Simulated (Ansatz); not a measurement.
Molecule: C2H9OSi2, net charge -1, singlet state. It need not be the lowest isomer of its formula. Whether it binds its extra electron was not tested at this geometry. 
Structure (B3LYP-D3(BJ)/def2-TZVP (Ansatz, a program for electronic structure) minimum search):
```
Si
O 1 1.6086
Si 2 1.7811 1 131.11
H 1 1.4996 2 112.58 3 -68.25
H 3 1.5546 2 97.86 1 -62.23
H 3 1.5569 5 91.29 2 -97.72
C 1 1.8823 4 106.63 2 -125.31
H 7 1.0914 1 109.43 4 68.31
H 7 1.0934 8 107.52 1 -120.37
H 7 1.0946 8 109.05 9 -117.49
C 1 1.8906 4 106.05 2 119.47
H 11 1.0928 1 110.58 4 -64.45
H 11 1.0935 12 107.76 1 120.98
H 11 1.0945 12 108.16 13 116.74
```
Charge -1, spin multiplicity 1.

Basis-set convergence of Hartree-Fock and MP2 correlation energies (hartree) with Ansatz. Correlated levels leave the core frozen unless marked. No spin-orbit coupling. No relativistic terms.

```
basis            functions       E(HF)  E(corr, MP2)
---------------  ---------  ----------  ------------
aug-cc-pV(D+d)Z        214  -733.80816      -0.73073
aug-cc-pV(T+d)Z        455         ___           ___
```

**Question.** What belongs in the gaps?

**Answer.** 
- aug-cc-pV(T+d)Z, E(HF): -733.88124
- aug-cc-pV(T+d)Z, E(corr, MP2): -0.87676
